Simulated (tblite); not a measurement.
Compound: C8H14P (charge +1).
Atom-mapped SMILES: `[CH3:1][CH2:2][CH2:3][PH+:4]1[CH:5]=[CH:6][CH2:7][CH:8]=[CH:9]1` (hydrogens: H10, H11, H12 on C1; H13, H14 on C2; H15, H16 on C3; H17 on P4; H18 on C5; H19 on C6; H20, H21 on C7; H22 on C8; H23 on C9)

Cartesian coordinates in Å at the GFN2-xTB level; atoms count from 1:
```
atom  x, y, z in Å
C1     2.9274    0.5620    0.8166
C2     2.4217    0.3022   -0.5948
C3     1.3528   -0.7931   -0.6252
P4    -0.0332   -0.4662    0.5112
C5    -0.7392    1.1585    0.3514
C6    -2.0349    1.3234    0.0820
C7    -3.0556    0.2614   -0.1135
C8    -2.6067   -1.1545   -0.0544
C9    -1.3749   -1.5930    0.2042
H10    3.7455    1.2764    0.7969
H11    3.2921   -0.3561    1.2720
H12    2.1361    0.9772    1.4445
H13    3.2517   -0.0145   -1.2281
H14    2.0194    1.2236   -1.0205
H15    1.7808   -1.7590   -0.3349
H16    0.9277   -0.8975   -1.6294
H17    0.4146   -0.6667    1.8040
H18   -0.0784    2.0056    0.4762
H19   -2.4193    2.3317   -0.0126
H20   -3.5521    0.4294   -1.0771
H21   -3.8497    0.4049    0.6301
H22   -3.3881   -1.8794   -0.2459
H23   -1.1423   -2.6496    0.2201
```

Computed values, GFN2-xTB/tblite, gas phase, harmonic and unscaled. This tight-binding method is rough: wavenumbers can miss measured ones by several per cent, in bad cases by 10 to 20. Modes of hydrogen on phosphorus can be 10 to 20 % off. One conformer, not necessarily the lowest.

Harmonic wavenumbers (cm⁻¹): 41.2, 62.3, 112.1, 123.0, 186.3, 242.1, 270.6, 328.9, 359.8, 391.6, 428.1, 481.9, 644.4, 655.6, 710.5, 741.7, 777.7, 790.1, 823.1, 828.8, 868.2, 880.8, 892.1, 906.5, 921.9, 929.7, 938.9, 1022.5, 1043.5, 1055.5, 1105.4, 1130.4, 1155.3, 1171.4, 1176.4, 1216.1, 1257.3, 1285.3, 1310.1, 1328.0, 1344.4, 1382.1, 1396.8, 1416.0, 1479.3, 1484.2, 1492.9, 1632.5, 1659.8, 2366.7, 2909.5, 2925.9, 2934.4, 2947.9, 2975.9, 2987.0, 3006.3, 3039.8, 3044.2, 3047.1, 3060.0, 3061.4, 3064.8.

A = 2981, B = 849.2, C = 736.3 MHz; mass 141.083 u (most abundant isotopes); point group C1, symmetry number 1.

Q: Zero-point energy?

A: Half the sum of the wavenumbers: 42627 cm⁻¹ = 509.93 kJ/mol.

Q: What is S at 298.15 K and 1 bar for an ideal gas of classical rigid rotors and harmonic oscillators?

A: Translation 170.58, rotation 123.57, vibration 126.83: S = 421.0 J/(mol K).

Q: And Cp and H(298.15 K) − H(0)?

A: Cp = 174.60 J/(mol K), of which vibrations give 141.35 (their classical limit is 63 R = 523.8); H(298.15 K) − H(0) = 29.99 kJ/mol without the zero-point energy, 20.08 from vibrations.

Q: Which modes carry the vibrational entropy at 298.15 K?

A: 41.2 cm⁻¹: 21.76; 62.3 cm⁻¹: 18.34; 112.1 cm⁻¹: 13.52; 123.0 cm⁻¹: 12.77; 186.3 cm⁻¹: 9.47; 242.1 cm⁻¹: 7.48 J/(mol K); the other 57 give 43.49 together.

Q: How do the functions run with temperature in this model?

A: 
```tsv
T (K)	S (J/(mol K))	Cp (J/(mol K))	H − H(0) (kJ/mol)	G − H(0) (kJ/mol)	ln q(vib)
50	249.6	55.8	2.14	-10.33	0.62
100	295.2	78.2	5.50	-24.02	1.88
373.15	464.6	215.2	44.63	-128.74	9.22
500	536.2	274.8	75.85	-192.25	12.80
750	664.5	357.5	155.68	-342.73	19.89
1000	775.3	411.4	252.24	-523.04	26.69
```

q(vib) and H(0) count from the zero-point level.

Hindered rotation and anharmonicity are outside this model. Other conformers, if any are populated, would add a mixing term that is left out. The structure is chiral; the term R ln 2 for an equal mix with its mirror image is left out.
